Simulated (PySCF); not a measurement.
**Core-level binding energies of `C/C=C/N(C=O)B(C)C`**

Compound: C6H12BNO.
Numbering: `[CH3:1]/[CH:2]=[CH:3]/[N:4]([CH:5]=[O:6])[B:7]([CH3:8])[CH3:9]`

Level of theory: delta-SCF UKS SCAN, pcX-2 on the ionised atom, pcseg-1 elsewhere, spin-free X2C (PySCF). These are vertical core ionisation energies against the vacuum level, from separate self-consistent calculations with and without the core hole.

Problem. Give the core binding energies atom by atom.

Solution. 
```json
{"atom(s)": "C1", "environment": "allylic carbon", "level": "C 1s", "binding energy (eV)": "291.08", "above the level's lowest (eV)": "+1.42", "count": "1"}
{"atom(s)": "C2", "environment": "alkene CH carbon", "level": "C 1s", "binding energy (eV)": "290.46", "above the level's lowest (eV)": "+0.80", "count": "1"}
{"atom(s)": "C3", "environment": "vinylic carbon bearing nitrogen", "level": "C 1s", "binding energy (eV)": "291.29", "above the level's lowest (eV)": "+1.63", "count": "1"}
{"atom(s)": "N4", "environment": "amide nitrogen", "level": "N 1s", "binding energy (eV)": "405.46", "above the level's lowest (eV)": "0.00", "count": "1"}
{"atom(s)": "C5", "environment": "amide carbonyl carbon", "level": "C 1s", "binding energy (eV)": "293.50", "above the level's lowest (eV)": "+3.84", "count": "1"}
{"atom(s)": "O6", "environment": "amide oxygen", "level": "O 1s", "binding energy (eV)": "537.20", "above the level's lowest (eV)": "0.00", "count": "1"}
{"atom(s)": "B7", "environment": "three-coordinate boron", "level": "B 1s", "binding energy (eV)": "195.50", "above the level's lowest (eV)": "0.00", "count": "1"}
{"atom(s)": "C8/C9", "environment": "sp3 carbon bound to boron", "level": "C 1s", "binding energy (eV)": "289.66", "above the level's lowest (eV)": "0.00", "count": "2"}
```

Lowest listed C 1s: C8/C9, bonded to 3 H and B. Highest, 3.84 eV above it: C5, bonded to O (double bond), N and H. The widest gap between neighbouring values is 2.21 eV, between 291.29 and 293.50 eV. Summing the Pauling electronegativity differences to the bonded atoms, each weighted by its formal bond order, gives -1.56 for the lowest site and +1.92 for the highest; no listed site has a larger sum than the highest.

Problem. What is the C 1s shift of C1 against C2?

Solution. 291.08 − 290.46 = +0.62 eV, or +60 kJ/mol.

Problem. What is the longest wavelength that can ionise C 1s of C1 vertically?

Solution. λ = hc/E = 12398.42 eV Å / 291.08 eV = 42.595 Å.

Topologically equivalent atoms share the value of their first member; where this conformer doesn't relate them by symmetry, their own values could differ. Spin contamination (⟨S²⟩ against 0.75 for a pure doublet) is marked for B 1s of B7 (0.95), which makes this value less certain. Geometry: PBE0-D3(BJ)/def2-SVP, one conformer, isolated molecule.

Shape of the structure used: `[CH3:1]/[CH:2]=[CH:3]/[N:4]([CH:5]=[O:6])[B:7]([CH3:8])[CH3:9]`: C2–C3–N4–C5 44°, C3–N4–C5–O6 -170°, C3–N4–B7–C8 -175°.
